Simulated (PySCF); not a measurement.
SMILES O[Si](O)(C)C(C)C, GFN2-xTB optimised geometry.

```
19

C     -0.86    -1.87    -1.65
C     -1.19    -0.38    -1.58
C     -0.69     0.33    -2.84
Si    -0.48     0.45     0.00
C     -1.19    -0.38     1.56
O      1.15     0.45     0.00
O     -0.74     2.06     0.00
H     -1.25    -2.40    -0.78
H     -1.31    -2.31    -2.54
H      0.21    -2.02    -1.70
H     -2.29    -0.29    -1.56
H     -0.96     1.38    -2.82
H     -1.13    -0.12    -3.73
H      0.39     0.25    -2.91
H     -2.28    -0.40     1.55
H     -0.85    -1.41     1.66
H     -0.87     0.15     2.45
H      1.63    -0.37    -0.05
H     -1.63     2.40     0.10
```

Density from PySCF with PBE0/def2-SVP at that geometry.

Minimum of the electron density along straight lines between bonded atoms, close to the bond critical point (lines longer than 1.1 times the sum of covalent radii, or with two minima, are not listed):

```tsv
bond	length / Å	ρ at the minimum / e bohr⁻³	∇²ρ there / e bohr⁻⁵	position (fraction from the first atom)
C1–C2	1.529	0.239	-0.52	0.51
C2–C3	1.529	0.239	-0.53	0.50
C2–Si4	1.918	0.113	0.29	0.62
Si4–C5	1.903	0.112	?	0.38
Si4–O6	1.627	0.130	1.07	0.41
Si4–O7	1.628	0.129	1.09	0.41
C1–H8	1.087	0.276	-1.01	0.62
C1–H9	1.089	0.275	-1.00	0.62
C1–H10	1.089	0.275	-0.99	0.62
C2–H11	1.096	0.269	-0.93	0.62
C3–H12	1.087	0.277	-1.02	0.63
C3–H13	1.090	0.275	-0.99	0.62
C3–H14	1.088	0.277	-1.01	0.62
C5–H15	1.085	0.271	-0.96	0.62
C5–H16	1.085	0.271	-0.96	0.62
C5–H17	1.086	0.271	-0.97	0.62
O6–H18	0.952	0.359	-2.44	0.82
O7–H19	0.952	0.359	-2.44	0.82
```

Problem. What belongs in the gaps?

Solution. 
- Si4–C5, ∇²ρ there / e bohr⁻⁵: 0.31
